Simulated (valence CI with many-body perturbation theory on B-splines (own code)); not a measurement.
## E1 transitions of Ag XLI

Method: valence CI with perturbative core correlation (CI+MBPT): five valence electrons over a frozen Dirac-Fock core [He], a basis of 9 s, 9 p, 8 d, 6 f, 3 g, 1 h functions for each j, with the one-electron correlation potential Σ1, the two-electron term Σ2, the three-electron term Σ3, Breit, model QED; selected CI, second order for the rest (own B-spline code, finite nucleus).

The last digits are not significant, and no measured levels were compared; by estimate large intervals hold to a few tenths of a per cent, small ones and those within an open d or f shell to about a per cent. Among the levels kept, up to 1700 cm⁻¹ of a level comes from second order outside the variational space, and about a tenth of that is noise between levels of different J, which matters for small intervals.

Lines 151 to 200 of 237 in falling wavelength, among levels below 3915.3 eV, chosen from the strongest by gf and those to the six lowest levels. Wavelengths and rates use the calculated energies. Electric multipoles are in the length gauge, E1 and E2 with the static RPA response of the core. Weak lines are less certain than strong ones. Lines between different terms over intervals too small for the method are left out, as are lines whose strength nearly cancels. The highest levels of a list are the least certain.

Levels are named by their leading jj configuration (3d3/2^4 stands for four electrons in 3d with j = 3/2), which in mixed levels can hold well under half, so a name can repeat and another be missing. Letters in brackets count levels of one name in rising energy.

| λ vac (Å) | Upper | Lower | A (s⁻¹) | S (a.u.) with core polarisation | S without |
| --- | --- | --- | --- | --- | --- |
| 3.501 | (2s 2p1/2^2 2p3/2 3d3/2) J=5/2 | (2s 2p1/2^2 2p3/2^2) J=5/2 | 6.28e+12 | 7.99e-04 | 8.01e-04 |
| 3.500 | (2s 2p1/2^2 2p3/2 3d3/2) J=3/2 | (2s 2p1/2^2 2p3/2^2) J=5/2 | 2.79e+13 | 2.36e-03 | 2.36e-03 |
| 3.500 | (2s 2p1/2^2 2p3/2 3d3/2) J=7/2 | (2s 2p1/2^2 2p3/2^2) J=5/2 | 4.62e+12 | 7.83e-04 | 7.83e-04 |
| 3.495 | (2s^2 2p1/2 2p3/2 3d5/2) J=3/2 [a] | (2s^2 2p1/2 2p3/2^2) J=1/2 | 1.58e+12 | 1.33e-04 | 1.34e-04 |
| 3.493 | (2s^2 2p3/2^2 3p3/2) J=3/2 [a] | (2s 2p1/2^2 2p3/2^2) J=5/2 | 1.65e+12 | 1.39e-04 | 1.38e-04 |
| 3.492 | (2s^2 2p1/2 2p3/2 3d3/2) J=3/2 [a] | (2s^2 2p1/2 2p3/2^2) J=5/2 | 9.13e+12 | 7.68e-04 | 7.68e-04 |
| 3.490 | (2s^2 2p1/2 2p3/2 3d3/2) J=5/2 [a] | (2s^2 2p1/2 2p3/2^2) J=5/2 | 6.57e+12 | 8.27e-04 | 8.28e-04 |
| 3.489 | (2s^2 2p1/2 2p3/2 3d3/2) J=3/2 [b] | (2s^2 2p1/2 2p3/2^2) J=1/2 | 1.50e+13 | 1.26e-03 | 1.26e-03 |
| 3.487 | (2s 2p1/2 2p3/2^2 3s) J=3/2 | (2s 2p1/2^2 2p3/2^2) J=5/2 | 3.99e+12 | 3.34e-04 | 3.33e-04 |
| 3.486 | (2s^2 2p1/2 2p3/2 3d3/2) J=1/2 [b] | (2s^2 2p1/2 2p3/2^2) J=1/2 | 1.70e+12 | 7.13e-05 | 7.14e-05 |
| 3.483 | (2s^2 2p3/2^2 3s) J=3/2 | (2s^2 2p1/2 2p3/2^2) J=1/2 | 8.92e+12 | 7.45e-04 | 7.46e-04 |
| 3.480 | (2s^2 2p1/2 2p3/2 3d5/2) J=7/2 [a] | (2s^2 2p1/2 2p3/2^2) J=5/2 | 4.48e+12 | 7.45e-04 | 7.46e-04 |
| 3.479 | (2s^2 2p1/2^2 3d3/2) J=3/2 | (2s^2 2p1/2^2 2p3/2) J=3/2 | 4.23e+13 | 3.52e-03 | 3.52e-03 |
| 3.477 | (2s^2 2p3/2^2 3p3/2) J=3/2 [b] | (2s 2p1/2^2 2p3/2^2) J=5/2 | 9.64e+11 | 8.01e-05 | 8.00e-05 |
| 3.477 | (2s^2 2p1/2 2p3/2 3d5/2) J=7/2 [b] | (2s^2 2p1/2 2p3/2^2) J=5/2 | 2.00e+12 | 3.32e-04 | 3.32e-04 |
| 3.476 | (2s 2p1/2 2p3/2^2 3s) J=7/2 | (2s 2p1/2^2 2p3/2^2) J=5/2 | 9.41e+13 | 1.56e-02 | 1.56e-02 |
| 3.475 | (2s 2p1/2^2 2p3/2 3p1/2) J=3/2 [a] | (2s^2 2p1/2 2p3/2^2) J=1/2 | 7.92e+11 | 6.56e-05 | 6.57e-05 |
| 3.474 | (2s^2 2p1/2 2p3/2 3d3/2) J=3/2 [a] | (2s^2 2p1/2 2p3/2^2) J=3/2 | 8.24e+12 | 6.82e-04 | 6.83e-04 |
| 3.474 | (2s^2 2p1/2 2p3/2 3d3/2) J=5/2 [b] | (2s^2 2p1/2 2p3/2^2) J=5/2 | 4.15e+11 | 5.15e-05 | 5.14e-05 |
| 3.473 | (2s^2 2p1/2 2p3/2 3d3/2) J=5/2 [a] | (2s^2 2p1/2 2p3/2^2) J=3/2 | 1.11e+11 | 1.38e-05 | 1.38e-05 |
| 3.471 | (2s^2 2p1/2 2p3/2 3d3/2) J=1/2 [a] | (2s^2 2p1/2 2p3/2^2) J=3/2 | 1.84e+13 | 7.60e-04 | 7.61e-04 |
| 3.471 | (2s^2 2p1/2 2p3/2 3d5/2) J=3/2 [b] | (2s^2 2p1/2 2p3/2^2) J=1/2 | 1.82e+14 | 1.50e-02 | 1.51e-02 |
| 3.471 | (2s^2 2p1/2 2p3/2 3s) J=1/2 | (2s^2 2p1/2^2 2p3/2) J=3/2 | 6.27e+12 | 2.59e-04 | 2.58e-04 |
| 3.471 | (2s^2 2p1/2 2p3/2 3d5/2) J=3/2 [a] | (2s^2 2p1/2 2p3/2^2) J=5/2 | 9.74e+11 | 8.04e-05 | 8.07e-05 |
| 3.470 | (2s^2 2p1/2 2p3/2 3d5/2) J=1/2 | (2s^2 2p1/2 2p3/2^2) J=1/2 | 2.35e+14 | 9.71e-03 | 9.71e-03 |
| 3.467 | (2s^2 2p3/2^2 3s) J=5/2 | (2s^2 2p1/2 2p3/2^2) J=5/2 | 3.61e+13 | 4.45e-03 | 4.45e-03 |
| 3.465 | (2s^2 2p1/2 2p3/2 3s) J=5/2 | (2s^2 2p1/2^2 2p3/2) J=3/2 | 7.34e+13 | 9.04e-03 | 9.03e-03 |
| 3.464 | (2s^2 2p1/2 2p3/2 3d3/2) J=3/2 [b] | (2s^2 2p1/2 2p3/2^2) J=5/2 | 3.88e+13 | 3.18e-03 | 3.18e-03 |
| 3.464 | (2s^2 2p1/2 2p3/2 3d5/2) J=5/2 [a] | (2s^2 2p1/2 2p3/2^2) J=5/2 | 6.50e+13 | 8.00e-03 | 8.01e-03 |
| 3.459 | (2s^2 2p3/2^2 3s) J=3/2 | (2s^2 2p1/2 2p3/2^2) J=5/2 | 1.81e+12 | 1.48e-04 | 1.47e-04 |
| 3.459 | (2s^2 2p1/2 2p3/2 3s) J=3/2 [b] | (2s^2 2p1/2^2 2p3/2) J=3/2 | 4.23e+12 | 3.46e-04 | 3.45e-04 |
| 3.457 | (2s^2 2p1/2 2p3/2 3d3/2) J=5/2 [b] | (2s^2 2p1/2 2p3/2^2) J=3/2 | 5.86e+13 | 7.17e-03 | 7.17e-03 |
| 3.456 | (2s^2 2p1/2^2 3d5/2) J=5/2 | (2s^2 2p1/2^2 2p3/2) J=3/2 | 1.14e+14 | 1.40e-02 | 1.40e-02 |
| 3.454 | (2s^2 2p1/2 2p3/2 3d5/2) J=3/2 [a] | (2s^2 2p1/2 2p3/2^2) J=3/2 | 7.52e+13 | 6.12e-03 | 6.13e-03 |
| 3.453 | (2s^2 2p3/2^2 3s) J=1/2 | (2s^2 2p1/2 2p3/2^2) J=1/2 | 1.37e+12 | 5.55e-05 | 5.62e-05 |
| 3.451 | (2s^2 2p1/2 2p3/2 3d5/2) J=5/2 [b] | (2s^2 2p1/2 2p3/2^2) J=5/2 | 7.20e+13 | 8.77e-03 | 8.78e-03 |
| 3.451 | (2s 2p1/2^2 2p3/2 3p1/2) J=3/2 [a] | (2s^2 2p1/2 2p3/2^2) J=5/2 | 6.78e+12 | 5.50e-04 | 5.50e-04 |
| 3.450 | (2s^2 2p3/2^2 3s) J=5/2 | (2s^2 2p1/2 2p3/2^2) J=3/2 | 3.17e+13 | 3.86e-03 | 3.85e-03 |
| 3.449 | (2s^2 2p1/2 2p3/2 3d5/2) J=7/2 [c] | (2s^2 2p1/2 2p3/2^2) J=5/2 | 3.10e+14 | 5.02e-02 | 5.02e-02 |
| 3.448 | (2s 2p1/2^2 2p3/2 3p1/2) J=5/2 | (2s^2 2p1/2 2p3/2^2) J=5/2 | 1.72e+12 | 2.09e-04 | 2.09e-04 |
| 3.447 | (2s^2 2p1/2 2p3/2 3d3/2) J=3/2 [b] | (2s^2 2p1/2 2p3/2^2) J=3/2 | 6.00e+13 | 4.85e-03 | 4.86e-03 |
| 3.447 | (2s^2 2p1/2 2p3/2 3d5/2) J=3/2 [b] | (2s^2 2p1/2 2p3/2^2) J=5/2 | 1.63e+13 | 1.32e-03 | 1.32e-03 |
| 3.447 | (2s^2 2p1/2 2p3/2 3d5/2) J=5/2 [a] | (2s^2 2p1/2 2p3/2^2) J=3/2 | 8.95e+13 | 1.08e-02 | 1.09e-02 |
| 3.444 | (2s^2 2p1/2 2p3/2 3d3/2) J=1/2 [b] | (2s^2 2p1/2 2p3/2^2) J=3/2 | 2.30e+13 | 9.27e-04 | 9.27e-04 |
| 3.442 | (2s^2 2p3/2^2 3s) J=3/2 | (2s^2 2p1/2 2p3/2^2) J=3/2 | 3.60e+12 | 2.90e-04 | 2.91e-04 |
| 3.434 | (2s^2 2p1/2 2p3/2 3d5/2) J=5/2 [b] | (2s^2 2p1/2 2p3/2^2) J=3/2 | 1.24e+14 | 1.49e-02 | 1.49e-02 |
| 3.434 | (2s 2p1/2^2 2p3/2 3p1/2) J=3/2 [a] | (2s^2 2p1/2 2p3/2^2) J=3/2 | 4.68e+11 | 3.74e-05 | 3.75e-05 |
| 3.431 | (2s 2p1/2^2 2p3/2 3p1/2) J=5/2 | (2s^2 2p1/2 2p3/2^2) J=3/2 | 4.36e+13 | 5.21e-03 | 5.22e-03 |
| 3.430 | (2s^2 2p1/2 2p3/2 3d5/2) J=3/2 [b] | (2s^2 2p1/2 2p3/2^2) J=3/2 | 5.27e+12 | 4.20e-04 | 4.20e-04 |
| 3.429 | (2s^2 2p1/2 2p3/2 3d5/2) J=1/2 | (2s^2 2p1/2 2p3/2^2) J=3/2 | 1.08e+13 | 4.29e-04 | 4.29e-04 |
